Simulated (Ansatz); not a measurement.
System: sum formula AlN$_{2}$H$_{4}$Cl, charge 0, multiplicity 1. 
Structure (B3LYP-D3(BJ)/def2-TZVP (Ansatz, a quantum-chemistry and plane-wave program) minimum search):
SMILES: [Cl][Al]([NH2])[NH2]
```xyz
8

N      1.5438    -1.2244     0.2724
Al    -0.0016    -0.3959     0.1083
N     -1.5537    -1.1808     0.3852
Cl     0.0067     1.6358    -0.4473
H      1.6689    -2.1895     0.5311
H      2.4347    -0.7815     0.1155
H     -2.4409    -0.7129     0.2931
H     -1.6867    -2.1423     0.6533
```

Basis-set convergence of Hartree-Fock and CCSD(T) correlation energies (hartree) with Ansatz. Correlated levels leave the core frozen unless marked. Spin-orbit coupling is left out. No relativistic terms.

```
basis            functions       E(HF)  E(corr, CCSD(T))
---------------  ---------  ----------  ----------------
aug-cc-pV(D+d)Z        146  -812.84071          -0.63329
aug-cc-pV(T+d)Z        294  -812.89536          -0.77130
aug-cc-pV(Q+d)Z        522  -812.90769          -0.81577
```

Extrapolating the two largest sets (X = 3 and 4) as X^-3: E(corr) = (64·(-0.81577) - 27·(-0.77130))/37 = -0.8482 Eh, an estimate of the basis-set limit. The largest set recovers 96.2 % of it, the smallest 74.7 %.
